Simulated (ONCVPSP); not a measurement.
# What one change does to a pseudopotential (samarium (Sm), ONCV)

samarium, optimised norm-conserving Vanderbilt (ONCV), made with ONCVPSP 4.0.1 (PBE, scalar-relativistic). Core [Kr] 4d10 4f5, reference 5s2 5p6 5d1 6s1.5 6p0.5. Waves: 5s+6s: rc 2.15 bohr, ncon 4, nbas 8, qcut 6.3 1/bohr, 2 projectors; 5p+6p: rc 3.05 bohr, ncon 5, nbas 8, qcut 5.7 1/bohr, 2 projectors; 5d: rc 2.60 bohr, ncon 5, nbas 8, qcut 3.1 1/bohr, 2 projectors, debl 2.3 Ha. Local part: polynomial inside 2.10 bohr (lpopt 5, dvloc0 4 Ha). Core correction: Teter function fitted to the true core (icmod 2), fcfact 0.6.

Change: all radii but the core radius scaled by about 0.88 (s 1.90, p 2.70, d 2.30 bohr); local potential polynomial inside 1.86 bohr (lpopt 5, dvloc0 4 Ha).

Cutoffs: the cutoffs (Ha) at which the residual kinetic energy of the hardest occupied pseudo-wave falls to 1 and 0.1 mHa per electron; they do not see the model core or the augmentation charge, which bear on the density cutoff. Errors are all-electron minus pseudo energies relative to the spin-unpolarised reference configuration.

What does the change do?

The potential gets neither clearly harder nor softer (15 Ha and 29 Ha → 15 Ha and 32 Ha); the lowest positive-energy flag moves from s at 19.9 eV to none; the errors of the 4 common tests hardly move; neither file shows a bound ghost.

```tsv
quantity	base	changed
cutoff, loose	15 Ha	15 Ha
cutoff, tight	29 Ha	32 Ha
loose cutoff by channel	s 13 Ha, p 6.6 Ha, d 15 Ha	s 15 Ha, p 6.3 Ha, d 13 Ha
bound ghosts	none	none
GHOST(+) flags under 300 eV	s at 19.9 eV	none
error for 5s2 5p6 5d1 6s2 6p0, meV [ΔE -1.35 eV]	+0.5	+0.5
error for 5s2 5p6 5d1 6s1 6p0, meV [ΔE 5.11 eV]	+0.1	+0.1
error for 5s2 5p6 5d1 6s0 6p0, meV [ΔE 16.88 eV]	+9.0	+9.3
error for 5s2 5p6 5d1.5 6s1.5 6p0, meV [ΔE -0.67 eV]	-2.2	-2.5
rms error of d²Exc/dni dnj with the model core, mHa	0.51	0.48
```
